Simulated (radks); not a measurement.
Task: All-electron atom: Pd III in [Ar] 3d10 4s1 4p6 4d8 4f1 (not the ground configuration). Method: Dirac Kohn-Sham, BLYP, spin-unpolarised, spherical densities, finite nucleus; open shells fill j = l - 1/2 first; Fermi nuclear charge, rms radius 4.5318 fm; computed with a radial shooting solver on a logarithmic mesh with Libxc functionals.

Spin-orbit splittings of the eigenvalues, e(l+1/2) - e(l-1/2), with zeta = 2 splitting/(2l+1) and mean radii in bohr:

shell  occ.  splitting (eV)  zeta (eV)  <r> j=l-1/2  <r> j=l+1/2
2p        6           159.5      106.3       0.1171       0.1221
3p        6               ?          ?       0.3711       0.3819
3d       10           5.549      2.219       0.3554       0.3589
4p        6           4.693      3.129       0.9977        1.026
4d        8          0.5964     0.2386        1.286        1.299
4f        1       0.0008380  0.0002394        5.230        5.231

Estimate the 3p splitting.

Result: 27.81 eV (zeta = 18.54 eV).
